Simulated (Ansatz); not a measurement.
Born–Oppenheimer molecular dynamics of Cl$_{2}$F$_{2}$Hf (5 atoms, charge 0, multiplicity 1). It starts from a relaxed structure.

These are results of RKS PBE/def2-SVP in Ansatz, not measurements.

| Quantity | Value |
| --- | --- |
| ensemble | NVE (velocity Verlet) |
| time step | 2 fs |
| steps asked | 150 |
| starting velocities drawn for | 300 K |
| seed | 979688 |

First frame:

```xyz
5
Properties=species:S:1:pos:R:3
Hf -0.031 0.000 -0.022
F -0.010 0.000 1.884
F 1.773 0.000 -0.637
Cl -1.119 1.936 -0.792
Cl -1.119 -1.936 -0.792
```

Question: How far do the bonds stretch over the last three quarters of this one trajectory? (Pairs bonded in most of those frames.)

Answer: 
```
   bond  mean (Å)  spread (Å)  shortest  longest
 Hf1–F2     1.907       0.014      1.89     1.93
 Hf1–F3     1.907       0.044      1.84     1.98
Hf1–Cl4     2.353       0.009      2.34     2.37
Hf1–Cl5     2.350       0.007      2.34     2.36
```

Mean temperature of the second half: 147 K. The conserved energy stayed within 0.2 meV per atom of its start (net change 0.0076 meV per atom), so the integration is sound. Over the second half the temperature averaged 0.49 of the 300 K drawn at the start: a run that starts near a minimum puts about half its kinetic energy into the potential. A run of 0.3 ps of so small a system gives no equilibrium averages.

The run took 10 min on 1 thread of Arm Neoverse V2, with other jobs on the host, peak memory 0.18 GiB.
